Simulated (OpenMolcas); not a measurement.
Mn³⁺.

```yaml
Program: OpenMolcas
Method: CASSCF
Basis: ANO-R3 [8s5p5d3f2g1h]
Scalar_Hamiltonian: X2C, finite nucleus
Active_space: 4 electrons in 5 orbitals (3d)
State_averaging: 2S+1 = 5 even, 5 roots; 2S+1 = 3 even, 45 roots; 2S+1 = 1 even, 50 roots
Spin-orbit_coupling: state interaction with AMFI integrals over the reference wave functions, term energies averaged over their components
```

Levels without dynamic correlation, in cm-1 above 3d4 5D0:

```json
{"Level": "3d4 3H4", "E": "23774"}
{"Level": "3d4 3P0(1)", "E": "25621"}
{"Level": "3d4 3F2(1)", "E": "27350"}
{"Level": "3d4 3G3", "E": "29960"}
```

On this reference, MS-CASPT2, IPEA 0.25 Eh, imaginary shift 0.1 Eh (closed shells correlated: 3s 3p) puts 3d4 3H4 at 21170 cm-1.

Estimate the other levels at that method by one scale factor, and say how well it serves.

The factor is 21170 / 23774 = 0.890. Scaled values beside those that MS-CASPT2 gives and measured ones (Corliss and Sugar, J. Phys. Chem. Ref. Data 6, 1253 (1977)):
```csv
Level,Scaled,MS-CASPT2,Miss (%),Measured
3d4 3P0(1),22803,20450,+11.5,20654
3d4 3F2(1),24342,22710,+7.2,22791
3d4 3G3,26664,25570,+4.3,25440
```
For these levels the scaled values miss MS-CASPT2 by up to 11.5 %, as correlation changes each term by its own factor, spin-orbit parts do not scale and CASPT2 has its own spread within terms. This holds within one configuration; levels of others move differently, and the target method has errors of its own against measurement.

CASPT2 does not keep the components of a term degenerate, so their means are used; among the terms shown or strongly mixed into the levels shown the widest spread is 310 cm-1 (3d4 3H, MS-CASPT2). Without dynamic correlation excited terms often stand tens of per cent too high (terms of higher spin than the ground term too low), and those without a measured partner can miss by more than the paired ones (holds for CASSCF). The CASPT2 spread within a term exceeds the gap to the next term for 3d4 3H and 3d4 3P(1), so the order of their levels is uncertain (holds for MS-CASPT2). Measured partners are found by configuration, term and J. A level has none where our copy of the source lacks it or the pairing is in doubt (some pairs that miss far off the trend of their configuration count as doubtful), and it then counts in no deviation. Levels of configurations outside the active space are missing.

A number in round brackets counts repeated terms of one configuration in the order of the reference energies.
